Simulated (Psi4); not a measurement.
C₃H₅ (SMILES C=C[CH2-]), charge -1, singlet, at a GFN2-xTB geometry (a gas-phase anion, which may not be bound at this level), atoms displaced at random by about 0.03 Å a coordinate; TPSS/6-31G, gradient in Psi4 1.11.

Psi4 was given this input:
```
memory 2 GB

molecule {
-1 1
  C     1.27055039    0.00851353   -0.18528430
  C    -0.08175335    0.36639889    0.06661006
  H     1.51755633   -1.00470293   -0.52906860
  H     2.10815040    0.68061783   -0.05537369
  H    -0.17435995    1.40515660    0.48515881
  C    -1.25148720   -0.27708298    0.04865647
  H    -2.16155366    0.02571414    0.27350613
  H    -1.24364878   -1.35755935   -0.31780778
symmetry c1
no_reorient
no_com
}

set basis 6-31g

gradient('tpss')
print_variables()
```

Output, abridged:

```
gradient() will perform analytic gradient computation.

   => Loading Basis Set <=

    Name: 6-31G
    Role: ORBITAL
    Keyword: BASIS

         ---------------------------------------------------------
                                   SCF
               by Justin Turney, Rob Parrish, Andy Simmonett
                          and Daniel G. A. Smith
                              RKS Reference
         ---------------------------------------------------------

  ==> Geometry <==

    Molecular point group: c1
    Full point group: C1

    Geometry (in Angstrom), charge = -1, multiplicity = 1:

       Center              X                  Y                   Z               Mass
    ------------   -----------------  -----------------  -----------------  -----------------
         C            1.270550390000     0.008513530000    -0.185284300000    12.000000000000
         C           -0.081753350000     0.366398890000     0.066610060000    12.000000000000
         H            1.517556330000    -1.004702930000    -0.529068600000     1.007825032230
         H            2.108150400000     0.680617830000    -0.055373690000     1.007825032230
         H           -0.174359950000     1.405156600000     0.485158810000     1.007825032230
         C           -1.251487200000    -0.277082980000     0.048656470000    12.000000000000
         H           -2.161553660000     0.025714140000     0.273506130000     1.007825032230
         H           -1.243648780000    -1.357559350000    -0.317807780000     1.007825032230

  Running in c1 symmetry.

  Rotational constants: A =      2.10111  B =      0.32150  C =      0.27933 [cm^-1]
  Rotational constants: A =  62989.80629  B =   9638.46514  C =   8374.15395 [MHz]
  Nuclear repulsion =   64.704191090221968

  Charge       = -1
  Multiplicity = 1
  Electrons    = 24
  Nalpha       = 12
  Nbeta        = 12

  ==> Algorithm <==

  SCF Algorithm Type is DF.
  DIIS enabled.
  MOM disabled.
  Fractional occupation disabled.
  Guess Type is SAD.
  Energy threshold   = 1.00e-08
  Density threshold  = 1.00e-08
  Integral threshold = 1.00e-12

  ==> Primary Basis <==

  Basis Set: 6-31G
    Blend: 6-31G
    Number of shells: 25
    Number of basis functions: 37
    Number of Cartesian functions: 37
    Spherical Harmonics?: false
    Max angular momentum: 1

  ==> DFT Potential <==

   => LibXC <=

    Version 7.1.2
    S. Lehtola, C. Steigemann, M. J. T. Oliveira, and M. A. L. Marques,  SoftwareX 7, 1–5 (2018) (10.1016/j.softx.2017.11.002)

   => Composite Functional: TPSS <=

    TPSS Meta-GGA XC Functional

    J. Tao, et al., Phys. Rev. Lett., 91, 146401, 2003

    Deriv               =              1
    GGA                 =           TRUE
    Meta                =           TRUE

    Exchange Hybrid     =          FALSE
    MP2 Hybrid          =          FALSE

   => Exchange Functionals <=

    1.0000   XC_MGGA_X_TPSS

   => Correlation Functionals <=

    1.0000   XC_MGGA_C_TPSS

   => LibXC Density Thresholds  <==

    XC_MGGA_C_TPSS:  1.00E-15
    XC_MGGA_X_TPSS:  1.00E-15

   => Molecular Quadrature <=

    Radial Scheme          =       TREUTLER
    Pruning Scheme         =           NONE
    Nuclear Scheme         =       TREUTLER

    Blocking Scheme        =         OCTREE
    BS radius alpha        =              1
    Pruning alpha          =              1
    Radial Points          =             75
    Spherical Points       =            302
    Total Points           =         172055
    Total Blocks           =           1335
    Max Points             =            256
    Max Functions          =             37
    Weights Tolerance      =       1.00E-15

   => Loading Basis Set <=

    Name: (6-31G AUX)
    Role: JKFIT
    Keyword: DF_BASIS_SCF

  ==> Integral Setup <==

  SCF_SUBTYPE=INCORE selected. In-core MEM_DF algorithm will be used.
  Using in-core AOs.

  ==> MemDFJK: Density-Fitted J/K Matrices <==

    J tasked:                   Yes
    K tasked:                    No
    wK tasked:                   No
    Algorithm:                 Core
    Schwarz Cutoff:           1E-12
    Mask sparsity (%):       0.1461
    Fitting Condition:        1E-10

   => Auxiliary Basis Set <=

  Basis Set: (6-31G AUX)
    Blend: CC-PVDZ-JKFIT
    Number of shells: 117
    Number of basis functions: 368
    Number of Cartesian functions: 368
    Spherical Harmonics?: false
    Max angular momentum: 3

  Minimum eigenvalue in the overlap matrix is 5.4259155804E-03.
  Reciprocal condition number of the overlap matrix is 1.1838552761E-03.
    Using symmetric orthogonalization.

  ==> Pre-Iterations <==

  SCF Guess: Superposition of Atomic Densities via on-the-fly atomic UHF (no occupation information).

   -------------------------
    Irrep   Nso     Nmo
   -------------------------
     A         37      37
   -------------------------
    Total      37      37
   -------------------------

  ==> Iterations <==

                           Total Energy        Delta E     RMS |[F,P]|

   @DF-RKS iter SAD:  -116.71369617654386   -1.16714e+02   0.00000e+00
   @DF-RKS iter   1:  -116.72584651353290   -1.21503e-02   2.44003e-02 ADIIS/DIIS
   @DF-RKS iter   2:  -116.41111058746986    3.14736e-01   3.03709e-02 ADIIS/DIIS
   @DF-RKS iter   3:  -117.21748546796719   -8.06375e-01   2.30241e-03 ADIIS/DIIS
   @DF-RKS iter   4:  -117.21763353652879   -1.48069e-04   2.24279e-03 ADIIS/DIIS
   @DF-RKS iter   5:  -117.22142074139620   -3.78720e-03   2.58645e-04 ADIIS/DIIS
   @DF-RKS iter   6:  -117.22145551990815   -3.47785e-05   1.61707e-04 ADIIS/DIIS
   @DF-RKS iter   7:  -117.22147918807214   -2.36682e-05   1.51470e-05 DIIS
   @DF-RKS iter   8:  -117.22147944759065   -2.59519e-07   1.37546e-06 DIIS
   @DF-RKS iter   9:  -117.22147944960727   -2.01662e-09   1.40734e-07 DIIS
   @DF-RKS iter  10:  -117.22147944962710   -1.98241e-11   1.51726e-08 DIIS
   @DF-RKS iter  11:  -117.22147944962731   -2.13163e-13   3.65879e-09 DIIS
  Energy and wave function converged.
[...]
    Virtual:

[...]
      37A      1.643526

    Final Occupation by Irrep:
              A
    DOCC [    12 ]
    NA   [    12 ]
    NB   [    12 ]

  @DF-RKS Final Energy:  -117.22147944962731

   => Energetics <=

    Nuclear Repulsion Energy =             64.7041910902219684
    One-Electron Energy =                -290.0778609628949880
    Two-Electron Energy =                 126.5685215894293947
    DFT Exchange-Correlation Energy =     -18.4163311663836780
    Empirical Dispersion Energy =           0.0000000000000000
    VV10 Nonlocal Energy =                  0.0000000000000000
    Total Energy =                       -117.2214794496273100

Computation Completed

Properties will be evaluated at   0.000000,   0.000000,   0.000000 [a0]

Properties computed using the SCF density matrix

 Multipole Moments:

 ------------------------------------------------------------------------------------
     Multipole            Electronic (a.u.)      Nuclear  (a.u.)        Total (a.u.)
 ------------------------------------------------------------------------------------

 L = 1.  Multiply by 2.5417464519 to convert [e a0] to [Debye]
 Dipole X            :          0.4297309           -0.6236032           -0.1938724
 Dipole Y            :         -0.4048747            0.6353315            0.2304568
 Dipole Z            :          1.2196804           -1.0652230            0.1544574
 Magnitude           :                                                    0.3384581

 ------------------------------------------------------------------------------------

         ------------------------------------------------------------
                                   SCF GRAD
                          Rob Parrish, Justin Turney,
                       Andy Simmonett, and Alex Sokolov
         ------------------------------------------------------------

  ==> Geometry <==

    Molecular point group: c1
    Full point group: C1

    Geometry (in Angstrom), charge = -1, multiplicity = 1:

       Center              X                  Y                   Z               Mass
    ------------   -----------------  -----------------  -----------------  -----------------
         C            1.270550390000     0.008513530000    -0.185284300000    12.000000000000
         C           -0.081753350000     0.366398890000     0.066610060000    12.000000000000
         H            1.517556330000    -1.004702930000    -0.529068600000     1.007825032230
         H            2.108150400000     0.680617830000    -0.055373690000     1.007825032230
         H           -0.174359950000     1.405156600000     0.485158810000     1.007825032230
         C           -1.251487200000    -0.277082980000     0.048656470000    12.000000000000
         H           -2.161553660000     0.025714140000     0.273506130000     1.007825032230
         H           -1.243648780000    -1.357559350000    -0.317807780000     1.007825032230

  Nuclear repulsion =   64.704191090221968

  ==> Basis Set <==

  Basis Set: 6-31G
    Blend: 6-31G
    Number of shells: 25
    Number of basis functions: 37
    Number of Cartesian functions: 37
    Spherical Harmonics?: false
    Max angular momentum: 1

  ==> DFJKGrad: Density-Fitted SCF Gradients <==

    Gradient:                    1
    J tasked:                  Yes
    K tasked:                   No
    wK tasked:                  No
    Integrals threads:           1
    Schwarz Cutoff:          1E-12
    Fitting Condition:       1E-10

   => Auxiliary Basis Set <=

  Basis Set: (6-31G AUX)
    Blend: CC-PVDZ-JKFIT
    Number of shells: 117
    Number of basis functions: 368
    Number of Cartesian functions: 368
    Spherical Harmonics?: false
    Max angular momentum: 3

  ==> DFT Potential <==

   => LibXC <=

    Version 7.1.2
    S. Lehtola, C. Steigemann, M. J. T. Oliveira, and M. A. L. Marques,  SoftwareX 7, 1–5 (2018) (10.1016/j.softx.2017.11.002)

   => Composite Functional: TPSS <=

    TPSS Meta-GGA XC Functional

    J. Tao, et al., Phys. Rev. Lett., 91, 146401, 2003

    Deriv               =              1
    GGA                 =           TRUE
    Meta                =           TRUE

    Exchange Hybrid     =          FALSE
    MP2 Hybrid          =          FALSE

   => Exchange Functionals <=

    1.0000   XC_MGGA_X_TPSS

   => Correlation Functionals <=

    1.0000   XC_MGGA_C_TPSS

   => LibXC Density Thresholds  <==

    XC_MGGA_C_TPSS:  1.00E-15
    XC_MGGA_X_TPSS:  1.00E-15

   => Molecular Quadrature <=

    Radial Scheme          =       TREUTLER
    Pruning Scheme         =           NONE
    Nuclear Scheme         =       TREUTLER

    Blocking Scheme        =         OCTREE
    BS radius alpha        =              1
    Pruning alpha          =              1
    Radial Points          =             75
    Spherical Points       =            302
    Total Points           =         172055
    Total Blocks           =           1335
    Max Points             =            256
    Max Functions          =             37
    Weights Tolerance      =       1.00E-15

  -Total Gradient:
     Atom            X                  Y                   Z
    ------   -----------------  -----------------  -----------------
       1        0.015285500542     0.009615068943     0.004564219323
       2       -0.062021628598    -0.047577827342    -0.019371697051
       3       -0.000441835812    -0.000706924951     0.000331170555
       4       -0.002297447813    -0.007214405105    -0.001508420367
       5       -0.002916848476     0.002100584058     0.005676068683
       6       -0.032349035507     0.101700792599     0.040822684108
       7        0.083313502168    -0.040476111611    -0.024145927310
       8        0.001417195653    -0.017436963425    -0.006365265711

  Variable Map:
  ----------------------------------------------------------------------------
[...]
  Array Variable Map:
  ----------------------------------------------------------------------------
[...]
[...]
```
